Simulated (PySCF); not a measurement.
Species: C₆H₇NO₂.
SMILES: `O=C/C=C1/C[C@H]1NC=O`

The closed-shell SCF was solved with PySCF and density fitting under several settings on one GFN2-xTB geometry (grid level 2 and gas phase unless stated).

| settings | basis functions | SCF cycles | E (Eh) | HOMO (eV) | LUMO (eV) | dipole (D) |
| --- | --- | --- | --- | --- | --- | --- |
| PBE0/6-31G-J, level shift 0.1 Eh | 136 | 12 | -437.4139 | -7.36 | -1.88 | 4.55 |
| HF/def2-SVPD | 242 | 12 | -435.0829 | -10.67 | 1.84 | 4.87 |

Task: Estimate the row for these settings: PBE0/STO-3G, fitting basis def2-qzvpp-jkfit.

Result: 
| settings | basis functions | SCF cycles | E (Eh) | HOMO (eV) | LUMO (eV) | dipole (D) |
| --- | --- | --- | --- | --- | --- | --- |
| PBE0/STO-3G, fitting basis def2-qzvpp-jkfit | 52 | 12 | -431.8357 | -4.30 | 0.98 | 2.80 |

Task: Over all rows, what range does the HOMO–LUMO gap span?

Result: From 5.28 eV (PBE0/STO-3G, fitting basis def2-qzvpp-jkfit) to 12.51 eV (HF/def2-SVPD). The functional of the narrowest has 25 % exact exchange, that of the widest 100 % exact exchange.

Task: Compare two rows with the functional PBE0: PBE0/6-31G-J, level shift 0.1 Eh and PBE0/STO-3G, fitting basis def2-qzvpp-jkfit. Which energy is lower, and by how much?

Result: PBE0/6-31G-J, level shift 0.1 Eh (136 functions) lies 5.5782 Eh or 3500 kcal/mol below PBE0/STO-3G, fitting basis def2-qzvpp-jkfit (52 functions).

At HF/def2-SVPD the closed-shell solution lies near or past a triplet instability.

The values belong to the conformer `[O:1]=[CH:2]/[CH:3]=[C:4]1/[CH2:5][C@H:6]1[NH:7][CH:8]=[O:9]`: O1–C2–C3–C4 178°, C5–C6–N7–C8 -141°, C6–N7–C8–O9 1°.
